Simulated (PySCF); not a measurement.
C4H7F2O (doublet state).
Z-matrix (Å and degrees, GFN2-xTB geometry), rows numbered from 1:
```
C 
C   1  1.5185
C   2  1.5155  1  113.06
O   2  1.4872  1  109.29  3   117.42
C   4  1.2899  2  120.78  1    71.83
F   5  1.3513  4  118.98  2    47.01
F   5  1.3552  4  118.93  2   -87.05
H   1  1.0871  2  109.34  3    61.35
H   1  1.0874  2  110.12  3   -58.40
H   1  1.0878  2  111.13  3  -178.85
H   2  1.0964  1  110.78  3  -124.97
H   3  1.0860  2  110.25  1   177.39
H   3  1.0864  2  109.63  1   -62.59
H   3  1.0862  2  109.91  1    57.49
```

The hyperfine couplings belong to this conformer and change with its torsions.

Identity: `[C](F)(F)OC(C)C` [radical].

Theory: UKS B3LYP, pcH-1 on C F H O, non-relativistic, mean-field spin-orbit, GIAO (PySCF 2.14.0). One conformer (not necessarily the lowest) at the GFN2-xTB geometry, without solvent, vibrations or thermal averaging. Couplings are sensitive to structure, and on GFN2-xTB geometries they can be far from those on DFT ones. No stability test was run, so a lower SCF solution isn't excluded.

Principal values of hyperfine tensors in MHz (contact and dipolar terms together), for some of the nuclei:

| atom | isotope | A1 | A2 | A3 |
| --- | --- | --- | --- | --- |
| F7 | 19F | 187.50 | 206.34 | 831.55 |
| F6 | 19F | 123.51 | 144.19 | 689.52 |
| O4 | 17O | -176.68 | -155.95 | -153.87 |
| C2 | 13C | 38.50 | 39.01 | 64.46 |
| H8 | 1H | 10.66 | 11.15 | 14.14 |
| H11 | 1H | -11.00 | -5.86 | 0.57 |
| H13 | 1H | 3.90 | 4.24 | 7.00 |
| C3 | 13C | -3.31 | -3.22 | -1.76 |

**Question.** Give the isotropic coupling of each nucleus in MHz and in mT (g = 2.0032), and the anisotropic part.

**Answer.** a_iso is a third of the trace, T = A − a_iso, and a(mT) = a(MHz)/(g × 13.996).

```
atom  a_iso (MHz)  a_iso (mT)       T1       T2      T3
  F7       408.47      14.568  -220.96  -202.13  423.09
  F6       319.07      11.380  -195.56  -174.88  370.45
  O4      -162.17      -5.784   -14.51     6.21    8.30
  C2        47.32       1.688    -8.82    -8.32   17.13
  H8        11.98       0.427    -1.32    -0.83    2.15
 H11        -5.43      -0.194    -5.57    -0.43    6.00
 H13         5.05       0.180    -1.14    -0.81    1.95
  C3        -2.76      -0.099    -0.55    -0.46    1.00
```

**Question.** What spin density at the nucleus of C2 lies behind its contact coupling (g_N = 1.40482)?

**Answer.** a_FC = 800.24 MHz bohr³ × g_N × ρ(0)/(2S). With a_FC = 47.32 MHz and 2S = 1, ρ(0) = 0.04209 bohr⁻³.

**Question.** C5 (13C, g_N = 1.40482) isn't in the table. Its spin density at the nucleus is 0.5325 bohr⁻³. What is its contact coupling?

**Answer.** By the same relation, a_FC = 598.6 MHz. Its full tensor has the principal values 525.09, 525.85, 744.87 MHz.

**Question.** Which nucleus of the table has the largest anisotropic coupling, and what is its form?

**Answer.** F7: -221.0, -202.1, 423.1 MHz, nearly axial, close to the ratio −1:−1:+2.

Hardware: Arm Neoverse V1, one thread (shared host). Cost: 47 s (with the writing of density and orbital grids), 0.98 GiB resident at most.
